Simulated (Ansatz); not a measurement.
Reaction (isomerisation): `CB(C)[SiH2]N` → `CB(N)C[SiH3]`

Program: Ansatz. Geometries: PBE0-D4/def2-TZVP. ΔE: electronic, gas phase. CCSD(T)/CBS is the MP2 limit (def2-TZVPP, def2-QZVPP) plus CCSD(T) − MP2 in def2-TZVPP, frozen cores. One conformer a species, not always the lowest.

```
       species  CCSD(T)/CBS(def2) energy (Eh)
`CB(C)[SiH2]N`                     -450.72438
`CB(N)C[SiH3]`                     -450.77256
```

(1) Work out ΔE.

(2) What do rigid-rotor, harmonic-oscillator terms from PBE0-D4/def2-TZVP frequencies (298.15 K, 1 bar) make of the CCSD(T)/CBS value? (An estimate is asked.)

Largest T1 diagnostic among the species: 0.011.

Results:

(1) ΔE = (-450.77256) − (-450.72438) = -0.04818 Eh = -126.5 kJ/mol.

(2) The calculation gave: ΔZPE = +4.7 kJ/mol, ΔH = -125.5 kJ/mol, ΔS = -30 J/(mol·K), ΔG = -116.5 kJ/mol. Modes under 50 cm⁻¹ make the entropy rough.

In def2-TZVPP, CCSD(T) changes the Hartree–Fock value by −6.2 kJ/mol (the triples alone add −1.5 kJ/mol) and MP2 by −11.1 kJ/mol. At CCSD(T), def2-SVP lies −24.1 kJ/mol from the extrapolated value and def2-TZVPP −3.1 kJ/mol.
